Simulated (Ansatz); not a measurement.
Molecule: C$_{3}$H$_{5}$N, charge 0, multiplicity 1. SMILES: CC[N+]#[C-]
Geometry from a B3LYP-D3(BJ)/def2-TZVP (Ansatz, an electronic-structure program) optimisation:
```xyz
9

C     -1.5290     0.2840    -0.1251
C     -0.2976    -0.5526    -0.4537
N      0.8749    -0.0301     0.1651
C      1.8162     0.4197     0.6833
H     -1.4021     1.3088    -0.4729
H     -1.7052     0.3036     0.9501
H     -2.4041    -0.1449    -0.6144
H     -0.4263    -1.5820    -0.1143
H     -0.1245    -0.5812    -1.5311
```
Charge 0, spin multiplicity 1.

Parts of the frozen-core correlation energy in 6-31G (Ansatz, hartree). Frozen orbitals: 4; correlated occupied orbitals by spin: 11 and 11; virtual: 31 and 31. Spin-orbit coupling is left out. Non-relativistic.

| term | value |
|---|---|
| reference (HF) | -170.85495 |
| MP2 opposite-spin | -0.28238 |
| MP2 same-spin | -0.08595 |
| CCSD correlation | -0.39909 |
| (T) | -0.01265 |
| T1 diagnostic | 0.013 |
| largest doubles amplitude | 0.060 |
